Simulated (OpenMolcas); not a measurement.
Levels of V I by method

| Item | Value |
| --- | --- |
| Program | OpenMolcas |
| Basis | ANO-R3 [7s5p5d3f2g1h] |
| Scalar Hamiltonian | X2C, finite nucleus |
| Active space | 5 electrons in 6 orbitals (3d 4s) |
| State averaging | 2S+1 = 4 even, 50 roots; 2S+1 = 6 even, 5 roots kept (CI in the orbitals of an earlier block); 2S+1 = 2 even, 91 roots kept (CI in the orbitals of an earlier block) |
| Spin-orbit coupling | RASSI with atomic mean-field integrals over the reference wave functions, term energies averaged over their components |

Methods on the same reference wave functions:
A. CASSCF
B. SS-CASPT2, IPEA 0.25 Eh, imaginary shift 0.1 Eh (closed shells correlated: 3s 3p)
C. MS-CASPT2, IPEA 0.25 Eh, imaginary shift 0.1 Eh (closed shells correlated: 3s 3p)

Energies in cm⁻¹ above 3d³ 4s² ⁴F_3/2, the measured ground level; measured values from NIST Handbook of Basic Atomic Spectroscopic Data.

```csv
Level,A,B,C,Measured
3d⁴ 4s ⁶D_1/2,-8266,2900,3410,2112
3d⁴ 4s ⁶D_3/2,-8222,2950,3450,2153
3d⁴ 4s ⁶D_5/2,-8148,3030,3520,2220
3d⁴ 4s ⁶D_7/2,-8047,3130,3620,2311
3d⁴ 4s ⁶D_9/2,-7918,3260,3750,2425
3d³ 4s² ⁴F_3/2,0.0,0.0,0.0,0.0
3d³ 4s² ⁴F_5/2,121,121,123,137
3d³ 4s² ⁴F_7/2,287,287,293,323
3d³ 4s² ⁴F_9/2,496,496,506,553
3d⁴ 4s ⁴D_1/2(1),1793,7890,8380,
3d⁴ 4s ⁴D_3/2(1),1860,7960,8460,
3d⁴ 4s ⁴D_5/2(1),1970,8070,8570,
3d⁴ 4s ⁴D_7/2(1),2121,8220,8720,
3d⁴ 4s ⁴H_7/2,8942,16440,16940,
3d⁴ 4s ⁴H_9/2 [58 %],8987,16460,16950,
3d⁴ 4s ⁴H_11/2,9042,16530,17020,
3d⁴ 4s ⁴H_13/2,9108,16610,17110,
3d⁴ 4s ⁴F_3/2,11442,16680,17670,
3d⁴ 4s ⁴F_5/2,11462,16710,17690,
3d⁴ 4s ⁴F_7/2,11494,16740,17720,
3d⁴ 4s ⁴F_9/2,11540,16790,17760,
3d³ 4s² ²G_7/2,11898,11160,11650,
3d³ 4s² ²G_9/2,12071,11330,11830,
3d⁴ 4s ⁴G_5/2,12952,19160,19660,
```

A puts 3d⁴ 4s ⁶D_1/2 lowest.

Deviations, from unrounded energies. A percentage is the sum of absolute deviations over the sum of measured energies, with the sign that they share, or ± where signs differ.

```tsv
Against measurement	Levels	A	B	C
mean absolute deviation (cm-1)	8	6500	520	830
fine structure of the ground term (%)	3	-10.8	-10.8	-9.0
other configurations (%)	5	-461.8	+36.0	+58.3
```

B lies closest to measurement on these levels and A furthest from it. The largest miss of B in the table is 3d⁴ 4s ⁶D_9/2, by +830 cm-1. The ranking rests on the paired levels alone, and a cruder setting can come out closer through cancelling errors.

Between B and C the level of the table that moves most is 3d⁴ 4s ⁴F_3/2, by 990 cm-1 (lowest in B, highest in C). Moves below CASPT2's spread within the term are not significant.

The mean deviations of B to C differ by less than CASPT2's widest spread within a term (4000 cm-1), so their order carries little weight.

The lowest spin-free term lies below A's lowest term by 0.489 hartree in B, 0.491 hartree in C.

Term energies are means over components that CASPT2 splits; among the terms shown or strongly mixed into the levels shown the widest spread is 4000 cm-1 (3d³ 4s² ⁴F, C). Over all roots computed the reference weight is 0.82 to 0.90 in B, 0.82 to 0.90 in C; the roots of lowest weight are the least certain, and an intruder state may touch them. Terms from blocks run as CI alone lack orbitals of their own. Configurations are named by rounded mean occupations; where the s occupation lies near a half they are strongly mixed, a name can repeat and a true partner stay unpaired. A single d shell beside an s shell can misplace configurations of different d count against each other. Without dynamic correlation excited terms often stand tens of per cent too high (terms of higher spin than the ground term too low), and those without a measured partner can miss by more than the paired ones (holds for A). The lowest computed level is not the ground level that NIST lists (4F3/2) (holds for A). The CASPT2 spread within a term exceeds the gap to the next term for 3d³ 4s² ⁴F and 3d⁴ 4s ⁶D, 3d⁴ 4s ⁴H and 3d⁴ 4s ²H, 3d⁴ 4s ²H and 3d⁴ 4s ⁴F, so the order of their levels is uncertain, and so are names and mixing where such terms share a J (holds for B; C). Blocks of more than 70 roots (2S+1 = 2 even) ran without multistate coupling (holds for C). Computed and measured levels are paired by configuration, term and J; levels that our copy of the source lacks, or whose pairing is in doubt (as where it misses far off the trend of its configuration), stay unpaired and out of the deviations. Only configurations of the active space appear. Levels that lie high or do not pair safely by name in every column are left out.

A share in square brackets marks a mixed level and gives the weight of the term that names it, the lowest over the columns. A number in round brackets counts repeated terms of one configuration in the order of the reference energies.
